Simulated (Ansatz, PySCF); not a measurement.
C4H4ClF, SMILES CC(Cl)=C=CF. Atoms are numbered in the order given.

```xyz
10

C     -1.7914    -0.8835     0.6870
C     -0.6637    -0.0267     0.1943
Cl    -1.1972     1.4460    -0.6298
C      0.6169    -0.2710     0.3187
C      1.8932    -0.5036     0.4928
F      2.6445    -1.1973    -0.3774
H     -1.4044    -1.7803     1.1898
H     -2.4210    -0.3143     1.3895
H     -2.4309    -1.1881    -0.1568
H      2.4704    -0.1599     1.3587
```
Charge 0, spin multiplicity 1.

The structure is a stationary point at B3LYP-D3(BJ)/def2-SVP. This is a generated structure with no PubChem entry under its InChIKey; it may be hypothetical.

Two levels are set side by side: PBE-D3(BJ)/def2-SVP (Ansatz, a program for electronic structure) and B3LYP-D3(BJ)/def2-SVP (Ansatz). Each level has its own optimised geometry; the coordinates shown are those of the second. Frequencies come from the Hessian of PySCF at each geometry. Differences are taken from unrounded values.

```
quantity                            B3LYP-D3(BJ)  PBE-D3(BJ)  PBE-D3(BJ) minus B3LYP-D3(BJ)
----------------------------------  ------------  ----------  -----------------------------
mean bond length (Å)                       1.292       1.299                          0.007
bond C1–C2 (Å)                             1.499       1.500                          0.000
bond C2–Cl3 (Å)                            1.770       1.772                          0.002
bond C2–C4 (Å)                             1.310       1.319                          0.009
bond C4–C5 (Å)                             1.309       1.318                          0.009
bond C5–F6 (Å)                             1.343       1.349                          0.007
bond C1–H7 (Å)                             1.099       1.106                          0.007
bond C1–H8 (Å)                             1.102       1.109                          0.008
bond C1–H9 (Å)                             1.102       1.109                          0.008
bond C5–H10 (Å)                            1.096       1.105                          0.009
highest harmonic wavenumber (cm⁻¹)          3172        3095                            -77
mean harmonic wavenumber (cm⁻¹)             1242        1206                            -36
zero-point energy (kcal/mol)               42.61       41.39                          -1.22
```

Exact exchange shortens and stiffens bonds; PBE has none. Differences between two approximate levels are no errors against the true value.
